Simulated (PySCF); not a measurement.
# Pb (lead, neutral) across methods

[Xe] 4f14 5d10 6s1 6p2 6d1, one real determinant (an excited configuration). Computed with PySCF 2.14 in aug-cc-pVQZ-PP with ECP60MDF (7s7p5d3f2g, 92 functions), with scalar relativity through the core potential.

| method | E (hartree) | mean ε 6s α (eV) | mean ε 6p α (eV) | mean ε 6d α (eV) | Σ⟨r²⟩ (bohr²) | ⟨S²⟩ |
| --- | --- | --- | --- | --- | --- | --- |
| LDA | -192.0769 | -16.742 | -7.153 | -0.662 | 96.78 | 6.001 |
| PBE | -192.3900 | -16.519 | -7.061 | -0.704 | 98.09 | 6.002 |
| r2SCAN | -192.4549 | -17.163 | -7.467 | -0.618 | 98.09 | 6.005 |
| MN15 | -191.9612 | -19.041 | -8.499 | -0.396 | 93.55 | 6.002 |
| M06 | -192.3697 | -17.384 | -7.560 | -0.872 | 98.45 | 6.001 |
| B97-3 | -192.4003 | -18.010 | -8.013 | -0.978 | 99.52 | 6.002 |
| PBE0 | -192.3702 | -18.071 | -8.112 | -0.967 | 98.43 | 6.002 |

(1) Estimate the same row for UHF.

⟨L²⟩ = 7.97 against 12 for a pure F term, so this real determinant mixes terms. Energies and moments cover only the electrons outside the core potential. Spin-orbit coupling is strong in this species (close to jj coupling), so the high-spin LS determinant is a model state, not a physical level. The outer electron is Rydberg-like, and this basis confines it to a smaller radius and binds it less than a complete one would.

Answers

(1) E (hartree) = -191.42769; mean ε 6s α (eV) = -21.870; mean ε 6p α (eV) = -10.762; mean ε 6d α (eV) = -1.510; Σ⟨r²⟩ (bohr²) = 100.7; ⟨S²⟩ = 6.006.
